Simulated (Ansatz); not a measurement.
Cost and result for the atomization energy of GeTe, SMILES `[Ge][Te]` (2 atoms, 1 bond).

The species carries charge 0 and has multiplicity 1. Correlated methods include outer-core shells of Ge, Te, which these sets cover unevenly. Scalar relativity is left out up to krypton. Te: def2 effective core potential. The geometry is a stationary point of PBE0-D4/def2-TZVP. Program: Ansatz. All runs use 4 threads of an Arm Neoverse V2 on a shared host. Times are those of one run each, without the atoms' runs, and a repeat can differ threefold. Electronic energies, without spin–orbit coupling; frozen cores. CCSD(T)/CBS adds CCSD(T) − MP2 in def2-TZVPP to the MP2 limit, and its time is that of the two runs behind it. T1 = 0.018. With those shells the extrapolation isn't a true limit. B3LYP takes the VWN-RPA correlation (the form of Gaussian; ORCA's B3LYP/G).

CCSD(T)/CBS is a level of theory with its own doubt, some kJ/mol a heavy atom from the limit and from the frozen cores, so smaller differences don't rank the functionals.

```
                             level  functions  wall time
            LDA (SPW92)/def2-TZVPP         98      0.3 s
              revPBE-D4/def2-TZVPP         98      0.4 s
                BLYP-D4/def2-TZVPP         98      0.4 s
   PBE-D4/def2-TZVPP (with forces)         98     0.45 s
                  CCSD(T)/def2-SVP         58      0.5 s
               BHLYP-D4/def2-TZVPP         98     0.55 s
 B3LYP-D4/def2-TZVPP (with forces)         98     0.65 s
           CAM-B3LYP-D4/def2-TZVPP         98     0.65 s
r2SCAN-D4/def2-TZVPP (with forces)         98      1.1 s
                CCSD(T)/def2-TZVPP         98      1.5 s
  ωB97M-V/def2-TZVPP (with forces)         98      1.9 s
                CCSD(T)/def2-QZVPP        171        6 s
                 CCSD(T)/CBS(def2)          –      7.5 s
```

(1) What atomization energy does each give, and how far from CCSD(T)/CBS? (Estimate.)

Answers

(1) The calculation gave: 
| level | atomization (kJ/mol) | difference from CCSD(T)/CBS | per bond |
| --- | --- | --- | --- |
| LDA (SPW92)/def2-TZVPP | 539.7 | 84.8 | 84.8 |
| revPBE-D4/def2-TZVPP | 437.1 | -17.8 | -17.9 |
| BLYP-D4/def2-TZVPP | 451.9 | -3.0 | -3.0 |
| PBE-D4/def2-TZVPP (with forces) | 460.7 | 5.8 | 5.8 |
| CCSD(T)/def2-SVP | 384.4 | -70.5 | -70.6 |
| BHLYP-D4/def2-TZVPP | 395.3 | -59.6 | -59.6 |
| B3LYP-D4/def2-TZVPP (with forces) | 432.5 | -22.4 | -22.4 |
| CAM-B3LYP-D4/def2-TZVPP | 407.0 | -47.9 | -48.0 |
| r2SCAN-D4/def2-TZVPP (with forces) | 434.2 | -20.7 | -20.8 |
| CCSD(T)/def2-TZVPP | 419.1 | -35.8 | -35.9 |
| ωB97M-V/def2-TZVPP (with forces) | 403.2 | -51.7 | -51.8 |
| CCSD(T)/def2-QZVPP | 437.0 | -17.9 | -17.9 |
| CCSD(T)/CBS(def2) | 454.9 | 0.0 | 0.0 |

In def2-TZVPP, CCSD(T) changes the Hartree–Fock value by +214.6 kJ/mol (the triples alone add +34.0 kJ/mol) and MP2 by +232.5 kJ/mol; breaking electron pairs costs correlation energy, which Hartree–Fock lacks. The D4 term adds +9.1 kJ/mol with B3LYP and +4.5 kJ/mol with PBE0; it sums over pairs of atoms, weighted by their polarisabilities, and B3LYP, whose exchange is more repulsive, gets the larger term. From r2SCAN to r2SCAN0 (25 % exact exchange), in def2-TZVPP and without D4, the atomization energy moves by −27.2 kJ/mol: exact exchange takes away binding that semilocal exchange gives to molecules.

Spin–orbit coupling would lower the free Te atoms strongly, and the atomization energy with them, by more than many differences here. For some Ge, Se and Sn compounds the MP2-based and the directly extrapolated limit differ by 10 to 25 kJ/mol.
